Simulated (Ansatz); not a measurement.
CuCl, singlet: energies of several shapes or isomers

Calculated in Ansatz's Gaussian-basis code. Basis def2-SVP, nonrelativistic, 14 orbitals frozen in the corrections; active space CAS(18,10). Restricted Hartree–Fock, then the lowest state-specific CASSCF solution met for each case. A CASSCF solution shown is a saddle point in the orbitals. A minimal or small basis: far from the basis limit. On stretched bonds single-reference methods can fail or change state. Unlike active orbitals can shift such differences by tenths of an eV, at times by over 1 eV.

Case A: bond length 3.0765 Å. A bond is stretched, to 1.31 times the sum of the covalent radii.

Case B: bond length 6.1530 Å. A bond is stretched, to 2.63 times the sum of the covalent radii.

Case C: bond length 4.1020 Å. A bond is stretched, to 1.75 times the sum of the covalent radii.

Energy less that of case A, in eV:

| case | RHF/ROHF | CASSCF |
| --- | --- | --- |
| B | +3.159 | +1.389 |
| C | +1.732 | +1.221 |

(1) What does SC-NEVPT2 give for these differences?

(2) Which case is lowest, and do the methods agree?

Answers

(1) B: +1.484 eV (34.2 kcal/mol); C: +1.265 eV (29.2 kcal/mol).

(2) A is lowest in SC-NEVPT2. Of the methods shown, RHF/ROHF, CASSCF agree.
